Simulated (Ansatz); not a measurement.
Computed with Ansatz on PBE0-D4/def2-TZVP structures; ΔE is electronic, products minus reactants. CBS: MP2 limit from def2 TZ/QZ plus the TZ coupled-cluster correction, frozen cores. DFT in def2-TZVPP. For Ga outer-core shells are correlated without core-valence functions, which leaves a few kJ/mol of doubt a bond. Scalar relativity is left out up to krypton.

`CC1C=NCO1` + `[SH][GaH2]` → `C[S][GaH2]` + `C1=NCOC1`  (substitution at a C–C bond)

```tsv
level	ΔE (kcal/mol)
PBE-D4	6.8
BLYP-D4	6.7
BHLYP	8.2
HF/def2-TZVPP	8.9
```

What does CCSD(T)/CBS give? (Estimate.)

Computed: +8.1 kcal/mol. The listed levels differ from it by -1.3, -1.4, 0.1, 0.8 kcal/mol.

Largest T1 diagnostic among the species: 0.013.

From BLYP to BHLYP (50 % exact exchange), in def2-TZVPP and without D4, ΔE moves by +1.8 kcal/mol. At CCSD(T), def2-SVP lies +3.8 kcal/mol from the extrapolated value and def2-TZVPP +0.9 kcal/mol.
